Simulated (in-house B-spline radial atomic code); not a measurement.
**Pb52+: [Ar] 3d10 4s1 4p1 (with a hole in an inner shell)**

Computed with an all-electron radial atomic-structure program (B-spline basis): Dirac-Hartree-Fock, average of configuration, Fermi nucleus of rms radius 5.5012 fm.

Z_r = [3n² - l(l+1)]/(2<r>); Z_e = n√(-2ε); the last column is Slater's effective charge. Values are occupation-weighted means over j. An effective charge above Z reflects the relativistic contraction of the inner shells.

```csv
shell,electrons,ε (eV),<r> (bohr),Z_r,Z_e,Slater
1s,2,-91511,0.01605,93.45,82.01,81.70
2s,2,-18853,0.06674,89.90,74.45,77.85
2p,6,-16733,0.06071,82.36,70.14,77.85
3s,2,-6616.2,0.1705,79.18,66.16,70.75
3p,6,-5983.3,0.1708,73.17,62.91,70.75
3d,10,-5294.2,0.1551,67.71,59.18,60.85
4s,1,-3224.8,0.3385,70.91,61.58,56.35
4p,1,-2988.8,0.3475,66.19,59.29,56.35
```

The least bound orbital is 4p3/2 at -2931 eV, and it is also the most diffuse (<r> = 0.3544 bohr).

Spin-orbit splittings of the orbital energies (j = l + 1/2 above j = l - 1/2 when positive): 2p 2203 eV, 3p 519.9 eV, 3d 111 eV, 4p 174.1 eV.

For the 1s electron the small component carries 9.78 % of the norm, the zero-frequency Breit interaction raises the level by 340.6 eV, self-energy by 223 eV, and vacuum polarisation lowers it by 47.57 eV.
